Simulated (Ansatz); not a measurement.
Frontier orbitals of BClH6Si2, SMILES `B[SiH]([SiH3])Cl`.

| atom | x (Å) | y (Å) | z (Å) |
| --- | --- | --- | --- |
| B1 | -1.859 | 0.428 | -0.425 |
| Si2 | -0.291 | 0.370 | 0.798 |
| Si3 | 1.463 | -0.694 | -0.353 |
| Cl4 | 0.390 | 2.237 | 1.386 |
| H5 | -2.204 | 1.420 | -0.992 |
| H6 | -2.433 | -0.595 | -0.661 |
| H7 | -0.575 | -0.404 | 2.038 |
| H8 | 1.763 | 0.039 | -1.611 |
| H9 | 2.675 | -0.712 | 0.506 |
| H10 | 1.070 | -2.090 | -0.687 |

Charge 0, multiplicity 1. Geometry: relaxed with PBE0-D4/def2-TZVP. Basis def2-TZVPP, Ansatz 0.2.0.

```tsv
functional	HOMO (eV)	LUMO (eV)
CAM-B3LYP	-9.09	-1.65
```

(1) Give HOMO and LUMO (eV) with LDA (SPW92), PBE, revPBE, BLYP, r2SCAN, B97M-V, PBE0, B3LYP, r2SCANh, r2SCAN0, HSE06 (plane-wave form), BHLYP, LC-ωPBE, ωB97X-V, ωB97M-V, HF. (An estimate is asked.)

## Answers

(1) The calculation gave: 
| functional | HOMO | LUMO |
| --- | --- | --- |
| LDA (SPW92) | -6.80 | -3.97 |
| PBE | -6.71 | -3.71 |
| revPBE | -6.67 | -3.59 |
| BLYP | -6.57 | -3.53 |
| r2SCAN | -6.96 | -3.41 |
| B97M-V | -7.08 | -3.56 |
| PBE0 | -7.83 | -2.76 |
| B3LYP | -7.63 | -2.95 |
| r2SCANh | -7.37 | -3.09 |
| r2SCAN0 | -7.99 | -2.60 |
| HSE06 (plane-wave form) | -7.44 | -3.14 |
| BHLYP | -8.85 | -1.72 |
| LC-ωPBE | -10.39 | -0.50 |
| ωB97X-V | -10.06 | -0.60 |
| ωB97M-V | -9.85 | -0.84 |
| HF | -10.43 | 0.71 |

B3LYP here is the variant with VWN-RPA as its local correlation; programs differ in this. LC-ωPBE has ω = 0.4 bohr⁻¹.
